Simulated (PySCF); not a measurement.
**B²⁺ (boron, charge +2) across methods**

[He] 2s1, 2S determinant. All numbers are calculated (PySCF 2.14, no relativity, point nucleus, in aug-cc-pwCVDZ).

```
   method  E (hartree)  mean ε 1s α (eV)  mean ε 1s β (eV)  mean ε 2s α (eV)  Σ⟨r²⟩ (bohr²)   ⟨S²⟩
BHandHLYP     -23.4351           -226.71           -225.55           -35.281          3.385  0.750
    HSE06     -23.4004           -218.42           -217.42           -33.617          3.403  0.750
     PBE0     -23.3972           -218.82           -217.81           -34.039          3.402  0.750
   PBEsol     -23.2635           -210.10           -209.36           -32.448          3.413  0.750
   M06-2X     -23.4336           -225.66           -224.83           -35.288          3.373  0.750
      PBE     -23.3864           -211.31           -210.51           -32.645          3.402  0.750
      UHF    -23.37441           -240.61           -238.90           -37.798          3.429  0.750
      LDA     -23.1337           -209.28           -208.49           -32.351          3.423  0.750
```

Estimate the same row for r2SCAN.

E (hartree) = -23.4226; mean ε 1s α (eV) = -214.28; mean ε 1s β (eV) = -213.64; mean ε 2s α (eV) = -32.903; Σ⟨r²⟩ (bohr²) = 3.399; ⟨S²⟩ = 0.750.
